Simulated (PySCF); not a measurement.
These are B3LYP-D3(BJ)/def2-TZVP in PySCF 2.14.0 values and carry that method's errors. All species are isolated molecules in the gas phase. One relaxed conformer stands for a flexible species; it need not be the lowest. B3LYP has the VWN-RPA correlation part, as in Gaussian. Delta-SCF ions had no search for a lower state. 

Reference species (SMILES): `BS` (neutral, multiplicity 1).

vertical ionisation energy (Delta-SCF): 10.98 eV
HOMO–LUMO gap: 6.68 eV

Changed species: `CSS` (C–S–S–H torsion 87°) (X = methylthio; the reference has X = boryl).

Task: What does the change do to the vertical ionisation energy (Delta-SCF) and HOMO–LUMO gap?

Result: the vertical ionisation energy (Delta-SCF) falls by 1.80 eV, to 9.18 eV; the HOMO–LUMO gap drops by 0.86 eV, to 5.82 eV.
